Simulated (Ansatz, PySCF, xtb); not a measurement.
Complex: C2H4 (SMILES C=C) (first 6 atoms) with CH5N (SMILES CN); geometry from B3LYP-D3(BJ)/def2-TZVP.
(charge 0, multiplicity 1):
```xyz
13

C     -0.64297     0.26062     0.06777
C      0.54211    -0.19982     0.44388
H     -0.91349     0.36676    -0.97638
H     -1.39485     0.55140     0.79203
H      0.81222    -0.30577     1.48927
H      1.28680    -0.48808    -0.28980
C     -0.62163     0.32357     3.95340
N      0.73201    -0.23174     3.96883
H     -1.28641    -0.36981     3.43616
H     -0.61927     1.25510     3.38555
H     -1.05002     0.53017     4.94301
H      0.75690    -1.10732     4.47728
H      1.37522     0.39900     4.43173
```

Monomers are frozen at their geometry in the pair; levels with a basis set take the counterpoise correction.

Cores are frozen in the correlated methods.

Run with Ansatz (a program for electronic structure) with Gaussian orbitals; PySCF for the dispersion terms; xtb for the GFN methods. Values without a source in brackets are computed.

| level | interaction energy (kcal/mol) |
|---|---|
| GFN1-xTB | -1.66 |
| PBE-D4/def2-TZVPPD | -2.25 |
| BLYP-D3(BJ)/def2-TZVPPD | -1.83 |
| r2SCAN-D4/def2-TZVPPD | -1.77 |
| B3LYP-D3(BJ)/def2-TZVPPD | -2.05 |
| PBE0-D3(BJ)/def2-TZVPPD | [?] |
| BHLYP-D4/def2-TZVPPD | -2.07 |
| wB97M-V/def2-TZVPPD | -1.83 |
| CCSD/aug-cc-pVDZ | [?] |

Q: Fill in the missing entries.

A: 
- PBE0-D3(BJ)/def2-TZVPPD, interaction energy (kcal/mol): -2.19
- CCSD/aug-cc-pVDZ, interaction energy (kcal/mol): -1.29
